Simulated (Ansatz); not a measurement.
System: CH2F, charge -1, multiplicity 1. It need not be the lowest isomer of its formula. Whether it binds its extra electron was not tested at this geometry. 
Coordinates optimised at B3LYP-D3(BJ)/def2-TZVP (Ansatz, a quantum-chemistry and plane-wave program):
```xyz
4

C     -0.7460     0.0795     0.2326
F      0.7330    -0.1081    -0.0705
H     -0.9213     1.0875    -0.2211
H     -1.1996    -0.5918    -0.5395
```
Charge -1, spin multiplicity 1.

Basis-set convergence of Hartree-Fock and MP2 correlation energies (hartree) with Ansatz. Correlated levels leave the core frozen unless marked. Spin-orbit coupling is left out. No relativistic terms.

```json
[
 {"basis": "def2-SVPD", "functions": "59", "E(HF)": "-138.25784", "E(corr, MP2)": "-0.36129"},
 {"basis": "def2-TZVPPD", "functions": "111", "E(HF)": "-138.42070", "E(corr, MP2)": "-0.44767"},
 {"basis": "def2-QZVPPD", "functions": "195", "E(HF)": "-138.42673", "E(corr, MP2)": "-0.48232"}
]
```

Extrapolating the two largest sets (X = 3 and 4) as X^-3: E(corr) = (64·(-0.48232) - 27·(-0.44767))/37 = -0.5076 Eh, an estimate of the basis-set limit. The largest set recovers 95.0 % of it, the smallest 71.2 %.
